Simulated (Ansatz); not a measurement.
Geometry optimisation, RHF/6-31G* (Ansatz 0.2.0).

input.yaml

```yaml
crystal:
  periodic: [false, false, false]
  atoms:
    - { symbol: Al, position_ang: [0.069083, -0.254274, 0.162617] }
    - { symbol: "N", position_ang: [0.011491, -0.121673, 2.016433] }
    - { symbol: H, position_ang: [-0.784212, -0.460794, 2.518433] }
    - { symbol: H, position_ang: [0.836823, -0.247795, 2.56663] }
    - { symbol: F, position_ang: [1.505068, -0.231459, -0.604211] }
    - { symbol: F, position_ang: [-1.299024, -0.510195, -0.684228] }
    - { symbol: S, position_ang: [-0.403147, 3.09518, 0.864104] }
    - { symbol: H, position_ang: [-1.729125, 3.135652, 0.863115] }
    - { symbol: H, position_ang: [-0.318358, 2.112658, 1.813908] }
basis:
  gaussian: { orbitals: "6-31G*" }
hamiltonian:
  xc: hf
relax:
  f_tol: 0.03
  max_steps: 50
```

Run as:

```bash
$ ansatz run input.yaml --threads 1 --pin off --max-ram 2048MiB --backend cpu --events-out ev --progress --plain --runs-dir out
```

Q: Where does it end, and by what steps?

A: The forces met the threshold. After 12 steps the energy has fallen by 0.458 eV; H9 moved furthest, 0.71 Å. Joined: Al1–S7 (3.45 → 2.62 Å).

| step | energy less start (eV) | largest force component (eV/Å) | accepted |
| --- | --- | --- | --- |
| 0 | 0.0000 | 1.833 | yes |
| 1 | -0.1312 | 1.110 | yes |
| 2 | -0.2131 | 1.279 | yes |
| 3 | -0.3386 | 0.410 | yes |
| 4 | -0.3914 | 0.763 | yes |
| 5 | -0.4330 | 0.726 | yes |
| 6 | -0.4489 | 0.471 | yes |
| 7 | -0.4487 | 0.350 | no |
| 8 | -0.4569 | 0.135 | yes |
| 9 | -0.4573 | 0.112 | yes |
| 10 | -0.4579 | 0.075 | yes |
| 11 | -0.4579 | 0.094 | yes |
| 12 | -0.4584 | 0.024 | yes |

```xyz
9
Properties=species:S:1:pos:R:3
Al -0.010 0.110 0.387
N 0.071 -0.442 2.073
H -0.708 -0.815 2.574
H 0.923 -0.701 2.527
F 1.375 0.153 -0.496
F -1.432 -0.055 -0.430
S -0.312 2.699 0.594
H -1.618 2.757 0.377
H -0.401 2.812 1.911
```

Whether the end is a true minimum wasn't checked by a vibrational analysis.

Run time: 56 s on 1 thread of Arm Neoverse N1, with other jobs on the host, peak memory 0.17 GiB.
